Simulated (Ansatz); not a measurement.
Relaxation of the cluster NiO₂⁻ with UKS PBE0-D4/def2-TZVPD.

```sh
$ ansatz run in.yaml --threads 4 --pin off --events-out ev --progress --plain --max-ram 3916MiB
```

```yaml
crystal:
  periodic: [false, false, false]
  atoms:
    - {symbol: Ni, position_ang: [-0.879090, -0.562080, -0.370660]}
    - {symbol: O, position_ang: [0.807860, -0.355310, 0.276470]}
    - {symbol: O, position_ang: [0.071230, 0.917400, 0.094190]}
basis:
  gaussian: {orbitals: def2-TZVPD}
total_charge: -1
magnetization: {spin_polarized: true, initial_magnetization: 1}
hamiltonian: {xc: pbe0, dispersion: d4}
scf: {lower_state_search: "off"}
output: {orbitals: {seedname: orbitals}}
relax: {f_tol: 0.02, max_steps: 100}
```

Hardware: 4 threads of Arm Neoverse V2 on a shared host. Wall time 7.5 s.

Positions (Å) and forces (eV/Å) at steps 1, 2, 3, 4, 5 of 5:

```xyz
3
step=1 energy=-45125.8647 eV
Ni   -0.879   -0.562   -0.371   -0.976   -0.623   -0.412
O     0.808   -0.355    0.276    0.419    0.434    0.189
O     0.071    0.917    0.094    0.558    0.190    0.223
3
step=2 energy=-45125.8851 eV
Ni   -0.889   -0.569   -0.375   -0.624   -0.398   -0.263
O     0.811   -0.349    0.278    0.238    0.328    0.113
O     0.078    0.917    0.097    0.386    0.070    0.150
3
step=3 energy=-45125.9027 eV
Ni   -0.910   -0.582   -0.384   -0.082   -0.052   -0.035
O     0.815   -0.331    0.281    0.089   -0.056    0.029
O     0.095    0.913    0.103   -0.007    0.109    0.005
3
step=4 energy=-45125.9030 eV
Ni   -0.912   -0.583   -0.385    0.018    0.011    0.007
O     0.817   -0.333    0.282   -0.032    0.034   -0.009
O     0.095    0.916    0.103    0.014   -0.045    0.002
3
step=5 energy=-45125.9031 eV
Ni   -0.912   -0.583   -0.385    0.000    0.000    0.000
O     0.817   -0.332    0.282    0.000    0.000    0.000
O     0.095    0.915    0.103    0.000    0.000    0.000
```

The structure holds one bond between oxygen atoms, so isomers without such links may lie far lower. The charge -1 doublet is spin-contaminated (final ⟨S²⟩ up to 1.63, 0.75 for a pure state). The highest occupied level of the charge -1 doublet lies above zero (up to 0.24 eV). The electron is either unbound and held by the finite basis, or the level is raised by self-interaction error. Another isomer (quartet) lies 2.33 eV lower at PBE0-D4/def2-TZVPD; other spin states weren't run for this one.
